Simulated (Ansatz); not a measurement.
Stepwise reaction of `[F][Hf]([Cl])([Cl])[Br]` with hydrogen fluoride, as a gas-phase model of exchange steps in deposition or etching. ΔE in kJ/mol; ΔG adds harmonic PBE0-D4 terms to CCSD(T)/CBS, at 1 bar.

Computed with Ansatz on PBE0-D4/def2-TZVP structures; ΔE is electronic, products minus reactants. CCSD(T)/CBS adds triple-zeta CCSD(T) − MP2 to the extrapolated MP2 energy (def2 sets, frozen cores). This one scheme is used for every species. DFT in def2-TZVPP. B3LYP here is the variant with VWN-RPA as its local correlation; programs differ in this. Elements past krypton have def2 core potentials. For Br, Hf outer-core shells are correlated without core-valence functions, which leaves a few kJ/mol of doubt a bond. Scalar relativity is left out up to krypton.

```
step                                                          reaction  PBE-D4  B3LYP-D4  ωB97M-V  CCSD(T)/CBS  ΔG(500 K)
   1  `[F][Hf]([Cl])([Cl])[Br]` + H–F → `[F][Hf]([F])([Cl])[Br]` + HCl   -22.3     -22.9    -23.1        -13.0      -19.4
```

(1) Give the row of step 2, `[F][Hf]([F])([Cl])[Br]` + H–F → `[F][Hf]([F])([F])[Br]` + HCl. (Estimate.)

(2) By hand: ΔE of the 2 steps together at CCSD(T)/CBS.

Results:

(1) Ansatz gave: 
| step | reaction | PBE-D4 | B3LYP-D4 | ωB97M-V | CCSD(T)/CBS | ΔG(500 K) |
| --- | --- | --- | --- | --- | --- | --- |
| 2 | `[F][Hf]([F])([Cl])[Br]` + H–F → `[F][Hf]([F])([F])[Br]` + HCl | -22.1 | -22.9 | -22.3 | -13.6 | -15.4 |

(2) (-13.0) + (-13.6) = -26.6 kJ/mol, or -13.3 kJ/mol a step.

In ΔE the steps differ by no more than 0.6 kJ/mol. All are downhill at CCSD(T)/CBS. ΔG lies between -19.4 and -15.4 kJ/mol a step. PBE-D4 differs from CCSD(T)/CBS by -9.3 to -8.5 kJ/mol a step. Only this route is followed, and other bonds may react first. Isolated molecules leave out the surface, adducts and barriers. Largest T1 diagnostic: 0.014.
